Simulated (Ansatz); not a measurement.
Consider the substitution at a C–O bond: `C/N=C(\O)OC` + `NB(F)S` → `CSB(N)F` + `CN=C(O)O`.

Computed with Ansatz on PBE0-D4/def2-TZVP structures; ΔE is electronic, products minus reactants. CCSD(T)/CBS is the MP2 limit (def2-TZVPP, def2-QZVPP) plus CCSD(T) − MP2 in def2-TZVPP, frozen cores. This one scheme is used for every species. Functionals use def2-TZVPP. Each species was taken in one conformer, which may not be the lowest.

| level | ΔE (kJ/mol) |
| --- | --- |
| PBE0-D4 | -35.5 |
| ωB97X-V | -30.4 |
| r2SCAN | -34.3 |
| MP2/def2-TZVPP | -34.8 |
| SCS-MP2/def2-TZVPP | -31.2 |
| MP2/def2-QZVPP | -37.2 |
| SCS-MP2/def2-QZVPP | -33.6 |
| MP2/CBS(def2) | -39.0 |

What does CCSD(T)/CBS give? (An estimate is asked.)

Computed: -33.9 kJ/mol. The listed levels differ from it by -1.6, 3.5, -0.4, -0.9, 2.7, -3.3, 0.3, -5.1 kJ/mol.

Largest T1 diagnostic among the species: 0.013.

In def2-TZVPP, CCSD(T) changes the Hartree–Fock value by −4.5 kJ/mol (the triples alone add −0.6 kJ/mol) and MP2 by −9.6 kJ/mol.

CCSD(T)/CBS has its own doubt, a few kJ/mol and more with outer-core shells, so smaller differences from it don't rank the levels.
